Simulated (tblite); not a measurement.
Compound: C7H9F3N2.
Atom-mapped SMILES: `[CH2:1]=[CH:2]/[C:3]([CH2:4][CH3:5])=[N:6]/[N:7]=[CH:8]\[C:9]([F:10])([F:11])[F:12]` (hydrogens: H13, H14 on C1; H15 on C2; H16, H17 on C4; H18, H19, H20 on C5; H21 on C8)

Computed with GFN2-xTB (tblite), gas phase: L-BFGS steps from a force-field or distance-geometry start until the largest atomic force falls under 0.01 eV/Å.

Step 33: E = -1075.8650 eV
```
atom  x, y, z in Å  |  force x, y, z in eV/Å
C1     -2.5862    1.7250    0.3720    0.010   0.000   0.024
C2     -1.2828    1.5000    0.5203   -0.015   0.025   0.009
C3     -0.6121    0.2207    0.3831   -0.008   0.017  -0.019
C4     -1.3680   -1.0313    0.0650   -0.017  -0.003   0.001
C5     -1.5560   -1.1816   -1.4448   -0.004   0.001  -0.052
N6      0.6680    0.2670    0.5073    0.006  -0.029   0.054
N7      1.3233   -0.9330    0.3360    0.046   0.010  -0.003
C8      2.5843   -0.8928    0.3006   -0.008   0.055   0.021
C9      3.4125    0.3725    0.4727   -0.016  -0.053  -0.019
F10     3.1780    0.9681    1.6524    0.041  -0.002  -0.054
F11     4.7290    0.0963    0.4396   -0.036   0.021  -0.027
F12     3.1857    1.2878   -0.4826    0.035  -0.036   0.023
H13    -2.9863    2.7204    0.4717    0.001  -0.022   0.002
H14    -3.3048    0.9519    0.1527    0.060  -0.009  -0.010
H15    -0.6118    2.3186    0.7423    0.008  -0.002  -0.001
H16    -2.3332   -1.0151    0.5683   -0.056  -0.007  -0.005
H17    -0.7845   -1.8768    0.4315   -0.020  -0.037   0.011
H18    -2.0814   -0.3286   -1.8636   -0.067   0.058   0.009
H19    -2.1215   -2.0829   -1.6598   -0.035  -0.041  -0.016
H20    -0.5910   -1.2557   -1.9367    0.076  -0.015  -0.010
H21     3.1299   -1.8136    0.1476    0.000   0.070   0.061
```

Step 34: E = -1075.8667 eV
```
atom  x, y, z in Å  |  force x, y, z in eV/Å
C1     -2.5856    1.7195    0.3705    0.014   0.005   0.021
C2     -1.2819    1.4950    0.5184   -0.015   0.040  -0.008
C3     -0.6083    0.2168    0.3916   -0.029  -0.001  -0.008
C4     -1.3636   -1.0333    0.0636   -0.021  -0.022  -0.023
C5     -1.5545   -1.1704   -1.4477    0.000   0.009  -0.055
N6      0.6704    0.2618    0.5314   -0.019  -0.070   0.059
N7      1.3224   -0.9404    0.3687    0.090   0.019  -0.015
C8      2.5832   -0.9007    0.3155    0.008   0.085   0.019
C9      3.4071    0.3721    0.4653   -0.007  -0.059  -0.024
F10     3.1784    0.9775    1.6413    0.036  -0.003  -0.066
F11     4.7259    0.1071    0.4248   -0.048  -0.003  -0.031
F12     3.1677    1.2768   -0.4976    0.023  -0.047   0.031
H13    -2.9822    2.7175    0.4601   -0.003  -0.029   0.005
H14    -3.3074    0.9463    0.1618    0.068  -0.009  -0.006
H15    -0.6110    2.3165    0.7278    0.016   0.014   0.016
H16    -2.3276   -1.0178    0.5708   -0.045  -0.014  -0.030
H17    -0.7832   -1.8850    0.4207   -0.008  -0.016   0.021
H18    -2.0800   -0.3114   -1.8550   -0.082   0.031   0.002
H19    -2.1166   -2.0723   -1.6726   -0.043  -0.006  -0.003
H20    -0.5915   -1.2373   -1.9455    0.078  -0.013   0.015
H21     3.1295   -1.8215    0.1619   -0.013   0.091   0.079
```

Q: Estimate the geometry and energy of step 35. (The exact step hangs on the optimiser's Hessian estimate; all steps are aligned on step 34, rigid shifts and turns removed.)

A: E = -1075.8688 eV, largest force 0.133 eV/Å
```
atom  x, y, z in Å  |  force x, y, z in eV/Å
C1     -2.5847    1.7130    0.3693    0.019   0.011   0.012
C2     -1.2807    1.4895    0.5163   -0.001   0.042  -0.024
C3     -0.6041    0.2121    0.4011   -0.048  -0.030   0.010
C4     -1.3594   -1.0357    0.0614   -0.025  -0.040  -0.054
C5     -1.5532   -1.1575   -1.4523    0.004   0.018  -0.044
N6      0.6725    0.2550    0.5601   -0.055  -0.103   0.055
N7      1.3224   -0.9482    0.4064    0.110   0.025  -0.021
C8      2.5825   -0.9081    0.3333    0.024   0.098   0.011
C9      3.4013    0.3709    0.4564    0.012  -0.037  -0.022
F10     3.1803    0.9886    1.6273    0.022   0.003  -0.058
F11     4.7220    0.1195    0.4069   -0.039  -0.044  -0.036
F12     3.1481    1.2633   -0.5145    0.000  -0.044   0.021
H13    -2.9777    2.7132    0.4475   -0.012  -0.028   0.008
H14    -3.3090    0.9394    0.1716    0.067  -0.014   0.000
H15    -0.6100    2.3139    0.7114    0.025   0.031   0.035
H16    -2.3225   -1.0201    0.5727   -0.021  -0.023  -0.064
H17    -0.7835   -1.8952    0.4087    0.001   0.018   0.026
H18    -2.0800   -0.2912   -1.8448   -0.079  -0.021  -0.006
H19    -2.1116   -2.0605   -1.6877   -0.041   0.048   0.010
H20    -0.5910   -1.2163   -1.9556    0.052  -0.004   0.048
H21     3.1295   -1.8286    0.1801   -0.016   0.093   0.094
```

The energy changes by -0.0021 eV. The first-order estimate −F·Δx gives -0.0028 eV and the mean of the old and new forces, exact on a quadratic surface, -0.0021 eV. The step makes an angle of 84° with the force vector and moves no atom by more than 0.039 Å.
